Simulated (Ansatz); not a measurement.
One change: `[Br][In]([Br])[Br]` becomes `BrB(Br)Br`.

Ansatz, PBE0-D4/def2-TZVP geometries, multiplicity 1. 

Elements past krypton have def2 core potentials. Scalar relativity is left out up to krypton.

```tsv
property	`[Br][In]([Br])[Br]`
LUMO energy (B3LYP/def2-TZVPP) / eV	-3.26
HOMO energy (ωB97M-V/def2-TZVPP) / eV	-10.96
HOMO–LUMO gap (B3LYP/def2-TZVPP) / eV	5.20
HOMO energy (PBE/def2-TZVPP) / eV	-7.45
ideal-gas entropy at 298 K and 1 bar (rigid rotor, harmonic PBE0-D4/def2-TZVP) / J/(mol·K)	375
LUMO energy (PBE0/def2-TZVPP) / eV	-2.98
```

(1) What does the change do to each property? (An estimate is asked.)

Results:

(1) Ansatz gave: 
```json
{"property": "LUMO energy (B3LYP/def2-TZVPP) / eV", "`BrB(Br)Br`": "-2.23", "shift": "1.03"}
{"property": "HOMO energy (ωB97M-V/def2-TZVPP) / eV", "`BrB(Br)Br`": "-10.50", "shift": "0.46"}
{"property": "HOMO–LUMO gap (B3LYP/def2-TZVPP) / eV", "`BrB(Br)Br`": "5.79", "shift": "0.59"}
{"property": "HOMO energy (PBE/def2-TZVPP) / eV", "`BrB(Br)Br`": "-7.01", "shift": "0.44"}
{"property": "ideal-gas entropy at 298 K and 1 bar (rigid rotor, harmonic PBE0-D4/def2-TZVP) / J/(mol·K)", "`BrB(Br)Br`": "324", "shift": "-51"}
{"property": "LUMO energy (PBE0/def2-TZVPP) / eV", "`BrB(Br)Br`": "-2.10", "shift": "0.88"}
```

With PBE0 the HOMO rises by 0.44 eV and the LUMO rises by 0.88 eV, so the gap widens by about 0.44 eV. PBE moves the HOMO by 0.44 eV and ωB97M-V by 0.46 eV.

B3LYP here is the variant with VWN-RPA as its local correlation; programs differ in this.

Spin–orbit coupling is left out; it splits and shifts lone-pair levels of the heavy atoms by tenths of an eV.
